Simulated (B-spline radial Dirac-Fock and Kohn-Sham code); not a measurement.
# What relativity does to the binding energies of Tl⁷⁰⁺

System: thallium as Tl⁷⁰⁺, configuration [Ne] 3s1.

Both columns are ΔSCF binding energies of the configuration average from a radial B-spline solver: non-relativistic Hartree-Fock with a point nucleus, and Dirac-Fock with a finite nucleus and the Coulomb interaction alone, averaged over the two j levels with weights 2j+1.

```
shell  Hartree-Fock (eV)  Dirac-Fock (eV)  shift (eV)  shift (%)
   2p            18654.1          19623.6     +969.45      +5.20
   3s             8085.6           8896.3     +810.74     +10.03
```

Relativity binds 2p, 3s more strongly, among those listed most of all 3s in relative terms.

Values without a named source are computed, but for edge energies of neutral atoms, which are taken from tables.
